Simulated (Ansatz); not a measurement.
Ansatz (a first-principles code) input (MP2/def2-TZVP):

Ansatz 0.2 input:
```yaml
crystal:
  periodic: [false, false, false]
  atoms:
    - {symbol: P, position_ang: [-0.00000000, -0.00000000, -0.51471894]}
    - {symbol: O, position_ang: [0.00000000, 0.00000000, 0.96509801]}
basis:
  gaussian:
    orbitals: def2-TZVP
magnetization: {spin_polarized: true, initial_magnetization: 1}
correlation: {method: mp2, electrons: outside_noble_gas}
relax: {f_tol: 0.003, max_steps: 100}
```

Output:

```
Functional definition: HF
these checks for a lower state are left out or cut short: cluster_reference
integrals: 0.02 GiB planned
458 factors; integrals over basis functions are off by at most 3.4e-4 eV
mean field: 0.11 GiB planned
mean field evaluation 1: about -11306.6492 eV, gradient 2.7e1 eV
mean field evaluation 2: about -11306.6503 eV, gradient 2.7e1 eV
mean field evaluation 4: about -11309.5877 eV, gradient 2.1e0 eV
mean field evaluation 8: about -11309.6382 eV, gradient 8.0e-3 eV
mean field evaluation 16: about -11309.6394 eV, gradient 2.4e-2 eV
mean field evaluation 32: about -11309.6319 eV, gradient 7.2e-1 eV
mean field -11309.63820411 eV, -415.6215380528 hartree, gradient 2.9e-6 eV, S^2 0.771708; 4 other end points of the search recorded, 0 dependent functions left out
6 core orbitals not correlated
reference -11309.63820411 eV, -415.6215380528 hartree; 6, 5 occupied and 56, 57 virtual orbitals, 458 factors
densities: 0.10 GiB planned
second order -9.59257079 eV of doubles, -0.00000000 eV of singles
the calculation of the forces begins
relax step   1: F+E_penalty+E_count = -11319.23077490 eV  Δ(F+E_penalty+E_count) = +0.000e0 eV  max|allowed force component| = 8.161e-1 eV/Å  Δτ_max = 0.0000 Å  (145 SCF iters, accepted)
these checks for a lower state are left out or cut short: starts, cluster_reference, orbital_swaps, neighbouring_geometries, increment
integrals: 0.02 GiB planned
458 factors; integrals over basis functions are off by at most 3.6e-4 eV
mean field: 0.11 GiB planned
mean field -11309.61842936 eV, -415.6208113442 hartree, gradient 2.3e-6 eV, S^2 0.771896; 0 other end points of the search recorded, 0 dependent functions left out
6 core orbitals not correlated
reference -11309.61842936 eV, -415.6208113442 hartree; 6, 5 occupied and 56, 57 virtual orbitals, 458 factors
densities: 0.10 GiB planned
second order -9.61635610 eV of doubles, -0.00000000 eV of singles
the calculation of the forces begins
relax step   2: F+E_penalty+E_count = -11319.23478546 eV  Δ(F+E_penalty+E_count) = -4.011e-3 eV  max|allowed force component| = 4.099e-1 eV/Å  Δτ_max = 0.0033 Å  (49 SCF iters, accepted)
these checks for a lower state are left out or cut short: starts, cluster_reference, orbital_swaps, neighbouring_geometries, increment
integrals: 0.02 GiB planned
458 factors; integrals over basis functions are off by at most 3.7e-4 eV
mean field: 0.11 GiB planned
mean field -11309.59557155 eV, -415.6199713354 hartree, gradient 2.2e-6 eV, S^2 0.772142; 0 other end points of the search recorded, 0 dependent functions left out
6 core orbitals not correlated
reference -11309.59557155 eV, -415.6199713354 hartree; 6, 5 occupied and 56, 57 virtual orbitals, 458 factors
densities: 0.10 GiB planned
second order -9.64056779 eV of doubles, -0.00000000 eV of singles
the calculation of the forces begins
relax step   3: F+E_penalty+E_count = -11319.23613934 eV  Δ(F+E_penalty+E_count) = -1.354e-3 eV  max|allowed force component| = 5.891e-3 eV/Å  Δτ_max = 0.0033 Å  (50 SCF iters, accepted)
these checks for a lower state are left out or cut short: starts, cluster_reference, orbital_swaps, neighbouring_geometries, increment
integrals: 0.02 GiB planned
458 factors; integrals over basis functions are off by at most 3.7e-4 eV
mean field: 0.11 GiB planned
mean field -11309.59591748 eV, -415.6199840479 hartree, gradient 2.5e-6 eV, S^2 0.772138; 0 other end points of the search recorded, 0 dependent functions left out
6 core orbitals not correlated
reference -11309.59591748 eV, -415.6199840479 hartree; 6, 5 occupied and 56, 57 virtual orbitals, 458 factors
densities: 0.10 GiB planned
second order -9.64022209 eV of doubles, -0.00000000 eV of singles
the calculation of the forces begins
relax step   4: F+E_penalty+E_count = -11319.23613957 eV  Δ(F+E_penalty+E_count) = -2.277e-7 eV  max|allowed force component| = 1.661e-4 eV/Å  Δτ_max = 0.0000 Å  (35 SCF iters, accepted)
these checks for a lower state are left out or cut short: cluster_reference
integrals: 0.02 GiB planned
458 factors; integrals over basis functions are off by at most 3.7e-4 eV
mean field: 0.11 GiB planned
mean field evaluation 64: about -11309.5942 eV, gradient 2.0e-2 eV
mean field evaluation 96: about -11306.9779 eV, gradient 1.8e0 eV
mean field evaluation 128: about -11309.5940 eV, gradient 2.2e-1 eV
mean field -11309.59591748 eV, -415.6199840479 hartree, gradient 2.5e-6 eV, S^2 0.772138; 7 other end points of the search recorded, 0 dependent functions left out
6 core orbitals not correlated
reference -11309.59591748 eV, -415.6199840479 hartree; 6, 5 occupied and 56, 57 virtual orbitals, 458 factors
densities: 0.10 GiB planned
second order -9.64022209 eV of doubles, -0.00000000 eV of singles
the calculation of the forces begins
Total energy: -11319.23613957 eV, -415.9742556754 hartree
Atom 0 at     0.000000     0.000000    -0.521282 Å, force     0.000000    -0.000000    -0.000166 eV/Å
Atom 1 at    -0.000000    -0.000000     0.971661 Å, force    -0.000000     0.000000     0.000166 eV/Å
Dipole moment:    -0.000000    -0.000000    -0.412680 e Å
Checks for a lower state left out: cluster_reference
```
